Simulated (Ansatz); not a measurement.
C4H9FSi, SMILES CC[SiH2]/C=C\F.

Geometry optimised at PBE-D3(BJ)/def2-SVP. The structure was generated by enumeration; whether it is a known compound was not checked. Other conformers were not sampled.

Two levels are set side by side: PBE/def2-SVPD (Ansatz, a program for electronic structure) and CAM-B3LYP/def2-SVPD (Ansatz). Energy differences of separate SCF runs at the same geometry; the states with an electron removed or added have multiplicity 2 and 2. Differences are taken from unrounded values.

| quantity | CAM-B3LYP | PBE | PBE minus CAM-B3LYP |
|---|---|---|---|
| vertical ionisation energy (eV) | 9.91 | 9.39 | -0.52 |
| vertical singlet–triplet gap (eV) | 4.07 | 4.12 | 0.05 |
